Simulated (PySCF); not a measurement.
SMILES F[SiH](F)CC[SiH](Cl)Cl (CAM-B3LYP/def2-SVP optimised geometry):

```
14

Si     0.041    -2.218     0.000
F     -0.405    -2.920     1.383
F      1.656    -2.218     0.000
C     -0.552    -0.464     0.000
C      0.009     0.349     1.179
Si    -0.543     2.129     1.221
Cl    -2.603     2.194     1.357
Cl     0.034     3.055    -0.532
H     -0.427    -3.055    -1.122
H     -1.656    -0.466     0.022
H     -0.269     0.002    -0.959
H     -0.283    -0.110     2.139
H      1.112     0.346     1.161
H      0.020     2.892     2.355
```

Level of theory: CAM-B3LYP/def2-TZVP run with PySCF 2.14.0.

Q: What are the frontier orbital energies and the dipole moment?

A: HOMO-2 -10.85 eV, HOMO-1 -10.70 eV, HOMO -9.96 eV, LUMO 1.19 eV, LUMO+1 1.47 eV; dipole moment 0.30 D.

On the same geometry PBE/def2-TZVP run with PySCF gives HOMO-2 -8.05 eV, HOMO-1 -7.93 eV, HOMO -7.29 eV, LUMO -0.82 eV, LUMO+1 -0.51 eV; dipole moment 0.27 D.

Meta-Löwdin charges at CAM-B3LYP/def2-TZVP: Si1 1.35, F2 -0.50, F3 -0.50, C4 -0.48, C5 -0.45, Si6 0.89, Cl7 -0.30, Cl8 -0.30, H9 -0.13, H10 0.13, H11 0.13, H12 0.13, H13 0.13, H14 -0.10.
